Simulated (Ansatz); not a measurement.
Breaking a bond: Mn(CO)5(Me), C₆H₃MnO₅, SMILES [CH3][Mn](<-[C-]#[O+])(<-[C-]#[O+])(<-[C-]#[O+])(<-[C-]#[O+])<-[C-]#[O+]. The C2–O15 bond (C2 also carries Mn; O15 carries nothing else) is pulled apart rigidly from the PBE0/def2-SVP optimised geometry.

Levels of theory: RKS-PBE = restricted PBE/def2-SVP (Ansatz, a quantum-chemistry and plane-wave program); RKS-PBE0 = restricted PBE0/def2-SVP (Ansatz); UKS-PBE0 = Ansatz with unrestricted PBE0/def2-SVP.

Energies relative to the lowest point of each curve near equilibrium, in kcal/mol:

```
R / Å  RKS-PBE  RKS-PBE0
-----  -------  --------
0.94      99.9      91.0
1.00      44.5      38.1
1.10       4.4       2.4
1.17       0.0       1.2
1.23       5.3       9.1
1.29      15.8      22.3
1.39      39.9      50.5
1.52      75.5      91.1
1.66     112.8     133.0
2.10     201.9     228.3
2.39     237.5     260.0
3.30     281.5     290.7
```

Q: Estimate the UKS-PBE0 values at these points.

A: 0.94: 91.0; 1.00: 38.1; 1.10: 2.4; 1.17: 1.2; 1.23: 9.1; 1.29: 22.3; 1.39: 50.5; 1.52: 91.1; 1.66: 133.0; 2.10: 221.4; 2.39: 235.9; 3.30: 244.6 (kcal/mol).

The restricted form behind RKS-PBE, RKS-PBE0 keeps the bonding electrons paired and can't separate into open-shell fragments. The unrestricted determinant behind UKS-PBE0 is spin-contaminated at 2.10 to 3.30 Å (<S²> up to 1.0, against 0.00 for a pure singlet).
